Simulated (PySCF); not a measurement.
silanone cation (H2OSi), SMILES O=[SiH2] (connectivity only; charge and spin as stated), charge +1, multiplicity 2.

The structure is a stationary point at PBE-D3(BJ)/def2-TZVP. The multiplicity is an assumed one; other spin states were not compared.

Level of theory: TDA-ωB97X/def2-TZVPD run with PySCF.

Vertical excitations. Isolated molecule, no solvent.

| state | energy (eV) | λ (nm) | f | main pairs |
|---|---|---|---|---|
| root 1 | 1.05 | 1178 | 0.000 | β HOMO→LUMO 98 % |
| root 2 | 2.27 | 547 | 0.000 | β HOMO−2→LUMO 94 % |
| root 3 | 5.08 | 244 | 0.040 | β HOMO−1→LUMO 95 % |
| root 4 | 6.18 | 201 | 0.000 | α HOMO→LUMO 83 %, β HOMO−1→LUMO+1 15 % |
| root 5 | 6.29 | 197 | 0.008 | α HOMO−1→LUMO 32 %, β HOMO→LUMO+1 64 % |
| root 6 | 6.97 | 178 | 0.000 | α HOMO→LUMO 16 %, β HOMO−1→LUMO+1 83 % |
| root 7 | 7.10 | 175 | 0.001 | α HOMO−2→LUMO 12 %, β HOMO−2→LUMO+1 84 % |
| root 8 | 7.94 | 156 | 0.011 | α HOMO−2→LUMO 84 %, β HOMO−2→LUMO+1 13 % |
| root 9 | 8.18 | 152 | 0.063 | α HOMO−1→LUMO 60 %, β HOMO→LUMO+1 26 % |
| root 10 | 8.19 | 151 | 0.000 | α HOMO→LUMO+1 28 %, β HOMO−3→LUMO 52 %, β HOMO−1→LUMO+2 12 % |
Unrestricted roots are not spin-pure.
